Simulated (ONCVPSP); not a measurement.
## osmium (Os): variants of one ONCV potential

Base potential:

```
Element                 : osmium (Os)
Generator               : ONCVPSP 4.0.1
Type                    : optimised norm-conserving Vanderbilt (ONCV)
Functional              : revPBE
Relativity              : fully relativistic
Frozen core             : [Kr] 4d10 4f14
Valence charge          : 16
Reference configuration : 5s2 5p6 5d6 6s1.75 6p0.25
Partial waves           : 5s+6s: rc 1.70 bohr, ncon 4, nbas 8, qcut 7.4 1/bohr, 2 projectors; 5p+6p: rc 1.55 bohr, ncon 4, nbas 9, qcut 10.5 1/bohr, 2 projectors; 5d: rc 2.40 bohr, ncon 4, nbas 8, qcut 6.6 1/bohr, 2 projectors, debl 0.9 Ha
Local potential         : polynomial inside 1.05 bohr (lpopt 5, dvloc0 0 Ha)
Core correction         : Teter function, fcfact 2.75, rcfact 1.7
```

Open shells are filled in proportion to 2j + 1.

All-electron outer shells of the reference configuration (revPBE, scalar-relativistic, ld1.x):

| shell | level (eV) | outermost node (bohr) | outermost maximum (bohr) |
| --- | --- | --- | --- |
| 4d | -273.31 | 0.21 | 0.44 |
| 5s | -91.98 | 0.51 | 0.91 |
| 4f | -52.40 | – | 0.40 |
| 5p | -51.28 | 0.55 | 1.03 |
| 5d | -6.66 | 0.60 | 1.36 |
| 6s | -6.42 | 1.20 | 2.48 |
| 6p | -1.47 | 1.44 | 3.51 |

Cutoffs, loose and tight: the cutoffs (Ha) at which the residual kinetic energy of the hardest occupied pseudo-wave falls to 1 and 0.1 mHa per electron. They do not see the model core or the augmentation charge, which bear on the density cutoff. Test errors are all-electron minus pseudo excitation energies from the reference, over the configurations 5s2 5p6 5d6 6s2 6p0; 5s2 5p6 5d6 6s1 6p0; 5s2 5p6 5d6 6s0 6p0; 5s2 5p5 5d6 6s2 6p0. A dash means not determined; rows that change the core or the reference have their own tests. The largest error is taken over the tests solved by every variant that gives reliable tests at all: 5s2 5p5 5d6 6s2 6p0; 5s2 5p6 5d6 6s1 6p0; 5s2 5p6 5d6 6s2 6p0.

| change | outcome | cutoff, loose | cutoff, tight | bound ghosts | GHOST(+) flags above zero | largest test error (meV) |
| --- | --- | --- | --- | --- | --- | --- |
| base | generated | 33 Ha | 39 Ha | none | s, d5/2 | -79 |
| core correction Teter function, fcfact 2.75, rcfact 1.32 | generated | 33 Ha | 39 Ha | none | s, d5/2 | -67 |
| s: qcut 10.3; p: qcut 14.6; d: qcut 9.2 | failed: ERROR pspot: first pseudo wave function has node, program will stop | – | – | – | – | – |
| core correction Teter function, fcfact 4.6, rcfact 1.7 | generated | 33 Ha | 39 Ha | none | s, d5/2 | -86 |
| s: qcut 9.7 | generated | 33 Ha | 39 Ha | none | s, d5/2 | -84 |
| local potential polynomial inside 1.05 bohr (lpopt 5, dvloc0 2 Ha) | generated | 33 Ha | 39 Ha | none | s, d5/2 | -79 |
| d: qcut 8.8 | generated | 33 Ha | 39 Ha | none | s, d3/2 | -67 |
